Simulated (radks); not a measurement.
Task: These are the eigenvalues of the occupied orbitals of an atom or ion with whole-number occupations (eV). Method: scalar-relativistic Kohn-Sham, LDA (Slater exchange, VWN5 correlation), spin-polarised, spherical densities, finite nucleus; Fermi nuclear charge, rms radius of each element as measured or else 0.836 A^(1/3) + 0.57 fm; computed with a radial shooting solver on a logarithmic mesh with Libxc functionals.

orbital  eigenvalue
1s up     -45325.84
1s down   -45325.36
2s up     -8943.560
2s down   -8927.356
2p up     -8213.380
2p down   -8200.607
3s up     -3207.762
3s down   -3190.395
3p up     -2980.025
3p down   -2962.235
3d up     -2701.850

Which element is it, and in what charge state? The configuration may be excited. Open shells, if any, are filled with parallel spins first.

Result: Z = 60, neodymium, charge +38: Nd38+ in [Ar] 3d4. The list shows which subshells hold electrons but not how many an open one holds; the 1s level, -1665.7 hartree, gives Z - s = 57.7 by -(Z - s)^2/2, which with screening and relativity narrows Z to a few neighbours, and the depths of the outer levels then fix element, charge and occupations together.
